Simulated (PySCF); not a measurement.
Atoms are numbered as in `[CH:1]#[C:2]/[CH:3]=[C:4](/[Cl:5])[CH:6]=[CH2:7]`; H(Xn) means a hydrogen on atom n. Ha(C7) is cis to C4; Hb(C7) is trans to C4.

Geometry: GFN2-xTB; GIAO shifts from PySCF 2.14, gas phase, non-relativistic, averaged over equivalent atoms.

At PBE0/MINI (44 basis functions, roughly 8 core-seconds):
| atoms | δ (ppm) |
| --- | --- |
| C4 | 131.6 |
| C7 | 116.8 |
| C6 | 115.7 |
| C3 | 97.8 |
| C1 | 83.2 |
| C2 | 58.0 |
| H(C6) | 7.61 |
| Hb(C7) | 6.76 |
| Ha(C7) | 6.72 |
| H(C3) | 6.27 |
| H(C1) | 4.73 |

Chemical shifts δ = σref − σ; 13C (226.73 ppm) and 1H (30.72 ppm) against TMS, all at this level.

Predict the values at PBE0/pcSseg-1 on the same geometry.

## Answers


```csv
atoms,δ at PBE0/pcSseg-1,change
C4,160.2,+28.6
C7,129.3,+12.5
C6,138.1,+22.4
C3,115.8,+18.0
C1,98.3,+15.1
C2,83.1,+25.1
H(C6),7.47,-0.14
Hb(C7),5.85,-0.91
Ha(C7),6.21,-0.51
H(C3),5.91,-0.36
H(C1),3.31,-1.42
```

Chemical shifts δ = σref − σ; TMS for 13C (186.93 ppm) and 1H (31.72 ppm), all at this level.

The largest change is at C4 (fully substituted alkene carbon). Cost: 151 basis functions, about 30 core-seconds. The order of the carbon signals changes between the two levels.

Carbons that carry Cl, above all several Cl atoms, come out too deshielded, partly because spin–orbit coupling is missing.
